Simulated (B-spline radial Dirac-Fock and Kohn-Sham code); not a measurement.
# Auger decay of the N5 hole in Nd²⁺

System: Nd²⁺, configuration [Xe] 4f4.

Input of the calculation (task.json; shells as n, l, electrons):

```json
{"items": [{
  "Z": 60,
  "q": 2,
  "cfg": [[1, 0, 2], [2, 0, 2], [2, 1, 6], [3, 0, 2], [3, 1, 6], [3, 2, 10], [4, 0, 2], [4, 1, 6], [4, 2, 10], [4, 3, 4], [5, 0, 2], [5, 1, 6]],
  "A": 142,
  "rrms": 4.9123,
  "do": ["binding", "quiet", "decay"],
  "holes": ["K", "L1", "L2", "L3", "M1", "M2", "M3", "M4", "M5", "N1", "N2", "N3", "N4", "N5"]
}]}
```

Run with: `python xray_run.py task.json out`

Model: independent-particle radiative and Coulomb Auger rates from relativistic LDA hole-state orbitals, with Dirac-Fock energies. Program: a radial finite-basis atomic code. Kinetic energies are configuration averages from the vacuum level; the two-hole energies are estimated from single-hole states.

```tsv
transition	kinetic energy (eV)	width (meV)	share (%)
N5-O1O1	0.55	20.4	2.2
N5-O1O2	23.28	7.90	0.9
N5-O1O3	26.56	21.6	2.3
N5-N6O1	43.02	15.3	1.7
N5-N7O1	43.41	125	13.6
N5-O2O3	46.37	17.6	1.9
N5-O3O3	49.40	12.1	1.3
N5-N6O2	64.32	9.16	1.0
N5-N7O2	64.59	119	12.9
N5-N6O3	67.67	35.9	3.9
N5-N7O3	68.10	171	18.6
N5-N6N6	82.78	5.57	0.6
N5-N6N7	83.17	209	22.7
N5-N7N7	83.57	149	16.2
```

Coster-Kronig rates are the weakest part of this model and often come out 1.5 to 2.5 times too large. The listed channels hold 100 % of the non-radiative rate. Summed by principal shells, of 0.920 eV in all: NNO 51.6 %, NNN 39.5 %, NOO 8.8 %.
